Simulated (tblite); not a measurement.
Compound: C₆H₁₁BrSSi.
Atom-mapped SMILES: `[CH:1]#[C:2][C@H:3]([CH2:4][CH3:5])[CH2:6][S:7][SiH2:8][Br:9]` (hydrogens: H10 on C1; H11 on C3; H12, H13 on C4; H14, H15, H16 on C5; H17, H18 on C6; H19, H20 on Si8)

Computed with GFN2-xTB (tblite), gas phase: L-BFGS steps from a force-field or distance-geometry start until the largest atomic force falls under 0.01 eV/Å.

Step 5: E = -748.8926 eV
```
atom  x, y, z in Å  |  force x, y, z in eV/Å
C1     -1.9122    2.3788    0.7913    0.015  -0.033   0.000
C2     -1.3239    1.4908    0.2468    0.029  -0.106  -0.014
C3     -0.6087    0.4048   -0.4051    0.111  -0.007  -0.133
C4     -1.2673   -0.9501   -0.1009    0.108  -0.049   0.208
C5     -2.6650   -1.0792   -0.6899    0.007   0.021  -0.131
C6      0.8571    0.4676    0.0441    0.187  -0.073   0.092
S7      1.9550   -0.6141   -0.9865   -0.197   0.042  -0.042
Si8     3.8919   -0.2818   -0.1404   -0.194  -0.038   0.081
Br9     3.9275   -1.1341    1.9098    0.030   0.082  -0.036
H10    -2.4388    3.1517    1.2630   -0.021   0.050   0.025
H11    -0.6453    0.5793   -1.4881    0.011  -0.022  -0.027
H12    -1.3199   -1.0852    0.9862    0.030   0.029  -0.100
H13    -0.6381   -1.7473   -0.5058    0.047   0.077  -0.009
H14    -3.3446   -0.3468   -0.2618    0.037   0.050   0.019
H15    -2.6437   -0.9391   -1.7710    0.014   0.015   0.059
H16    -3.0572   -2.0726   -0.4885   -0.022  -0.012   0.024
H17     0.9523    0.1436    1.0846   -0.016   0.016  -0.083
H18     1.2475    1.4841   -0.0589   -0.105  -0.061   0.024
H19     4.1461    1.1356   -0.0272   -0.016   0.152   0.112
H20     4.8824   -0.9755   -0.9234   -0.056  -0.134  -0.071
```

Step 6: E = -748.9001 eV
```
atom  x, y, z in Å  |  force x, y, z in eV/Å
C1     -1.9088    2.3723    0.7884    0.027  -0.044  -0.006
C2     -1.3196    1.4832    0.2467   -0.049   0.022   0.036
C3     -0.6057    0.4009   -0.4052    0.093   0.038  -0.088
C4     -1.2650   -0.9500   -0.0984    0.080  -0.042   0.106
C5     -2.6637   -1.0772   -0.6897    0.027  -0.004  -0.070
C6      0.8574    0.4681    0.0462    0.175  -0.082   0.042
S7      1.9472   -0.6121   -0.9873   -0.176   0.010  -0.085
Si8     3.8797   -0.2803   -0.1423   -0.081  -0.004   0.030
Br9     3.9306   -1.1262    1.9032    0.014   0.036   0.060
H10    -2.4341    3.1460    1.2591   -0.034   0.063   0.037
H11    -0.6435    0.5775   -1.4852    0.018  -0.025  -0.110
H12    -1.3182   -1.0796    0.9875    0.034  -0.017  -0.066
H13    -0.6301   -1.7382   -0.5092    0.018  -0.008   0.023
H14    -3.3417   -0.3423   -0.2604    0.057   0.015  -0.002
H15    -2.6425   -0.9399   -1.7702    0.023   0.039   0.033
H16    -3.0569   -2.0711   -0.4901   -0.021   0.009   0.041
H17     0.9514    0.1387    1.0839   -0.003   0.044  -0.044
H18     1.2437    1.4860   -0.0604   -0.096  -0.077   0.057
H19     4.1438    1.1355   -0.0178   -0.031   0.137   0.082
H20     4.8709   -0.9806   -0.9207   -0.074  -0.109  -0.075
```

Step 7: E = -748.9047 eV
```
atom  x, y, z in Å  |  force x, y, z in eV/Å
C1     -1.9067    2.3683    0.7870    0.014  -0.019   0.007
C2     -1.3175    1.4783    0.2468   -0.062   0.073   0.039
C3     -0.6019    0.3989   -0.4063    0.036   0.054  -0.034
C4     -1.2624   -0.9503   -0.0962    0.043  -0.011  -0.016
C5     -2.6622   -1.0760   -0.6901    0.046  -0.015   0.001
C6      0.8603    0.4668    0.0475    0.074  -0.060  -0.016
S7      1.9392   -0.6107   -0.9893   -0.093  -0.023  -0.106
Si8     3.8708   -0.2793   -0.1430    0.001   0.036  -0.030
Br9     3.9328   -1.1206    1.9003    0.001   0.009   0.110
H10    -2.4316    3.1435    1.2573   -0.023   0.039   0.027
H11    -0.6420    0.5759   -1.4856    0.030  -0.027  -0.123
H12    -1.3166   -1.0766    0.9878    0.037  -0.042  -0.013
H13    -0.6248   -1.7329   -0.5108    0.009  -0.070   0.038
H14    -3.3389   -0.3393   -0.2596    0.070  -0.006  -0.015
H15    -2.6413   -0.9396   -1.7696    0.032   0.049   0.004
H16    -3.0571   -2.0700   -0.4903   -0.013   0.029   0.042
H17     0.9509    0.1363    1.0832    0.015   0.037   0.012
H18     1.2397    1.4861   -0.0602   -0.055  -0.052   0.070
H19     4.1418    1.1379   -0.0105   -0.051   0.072   0.056
H20     4.8622   -0.9858   -0.9204   -0.111  -0.071  -0.054
```

Step 8: E = -748.9081 eV
```
atom  x, y, z in Å  |  force x, y, z in eV/Å
C1     -1.9056    2.3661    0.7868   -0.004   0.012   0.023
C2     -1.3168    1.4757    0.2471   -0.039   0.076   0.014
C3     -0.5986    0.3986   -0.4079   -0.026   0.042   0.001
C4     -1.2596   -0.9505   -0.0951    0.017   0.014  -0.094
C5     -2.6602   -1.0755   -0.6903    0.054  -0.015   0.045
C6      0.8637    0.4645    0.0480   -0.042  -0.025  -0.049
S7      1.9320   -0.6102   -0.9928    0.009  -0.041  -0.099
Si8     3.8646   -0.2780   -0.1439    0.033   0.055  -0.057
Br9     3.9342   -1.1167    1.9006   -0.010   0.005   0.108
H10    -2.4305    3.1427    1.2567   -0.009   0.011   0.016
H11    -0.6403    0.5743   -1.4882    0.040  -0.026  -0.087
H12    -1.3147   -1.0755    0.9877    0.041  -0.049   0.018
H13    -0.6211   -1.7309   -0.5110    0.009  -0.100   0.042
H14    -3.3355   -0.3375   -0.2594    0.073  -0.011  -0.018
H15    -2.6398   -0.9384   -1.7690    0.038   0.045  -0.013
H16    -3.0576   -2.0687   -0.4896   -0.001   0.039   0.036
H17     0.9509    0.1355    1.0830    0.027   0.016   0.045
H18     1.2360    1.4850   -0.0586   -0.005  -0.016   0.067
H19     4.1393    1.1411   -0.0045   -0.069   0.007   0.034
H20     4.8544   -0.9909   -0.9216   -0.137  -0.039  -0.033
```

Q: Estimate the geometry and energy of step 9. (The exact step hangs on the optimiser's Hessian estimate; all steps are aligned on step 8, rigid shifts and turns removed.)

A: E = -748.9114 eV, largest force 0.145 eV/Å
```
atom  x, y, z in Å  |  force x, y, z in eV/Å
C1     -1.9050    2.3648    0.7873   -0.019   0.039   0.034
C2     -1.3166    1.4743    0.2474   -0.007   0.057  -0.025
C3     -0.5960    0.3992   -0.4099   -0.074   0.010   0.018
C4     -1.2563   -0.9507   -0.0951    0.001   0.017  -0.115
C5     -2.6573   -1.0753   -0.6902    0.050  -0.007   0.055
C6      0.8662    0.4618    0.0477   -0.130   0.014  -0.054
S7      1.9254   -0.6105   -0.9981    0.101  -0.036  -0.065
Si8     3.8593   -0.2759   -0.1454    0.030   0.048  -0.043
Br9     3.9353   -1.1129    1.9030   -0.020   0.017   0.065
H10    -2.4299    3.1424    1.2566    0.000  -0.008   0.010
H11    -0.6380    0.5722   -1.4924    0.044  -0.019  -0.025
H12    -1.3120   -1.0756    0.9875    0.044  -0.042   0.022
H13    -0.6176   -1.7311   -0.5103    0.007  -0.103   0.039
H14    -3.3309   -0.3359   -0.2595    0.067  -0.003  -0.010
H15    -2.6376   -0.9363   -1.7686    0.040   0.031  -0.020
H16    -3.0581   -2.0669   -0.4880    0.011   0.038   0.027
H17     0.9514    0.1353    1.0835    0.032  -0.009   0.045
H18     1.2324    1.4836   -0.0556    0.044   0.015   0.051
H19     4.1357    1.1446    0.0018   -0.080  -0.043   0.013
H20     4.8444   -0.9965   -0.9236   -0.143  -0.015  -0.020
```

The energy changes by -0.0033 eV. The first-order estimate −F·Δx gives -0.0045 eV and the mean of the old and new forces, exact on a quadratic surface, -0.0033 eV. The step makes an angle of 56° with the force vector and moves no atom by more than 0.012 Å.

The cost below is that of the whole relaxation. The run took 1.0 s of wall time on an Arm Neoverse V1 with one thread, on a shared host.
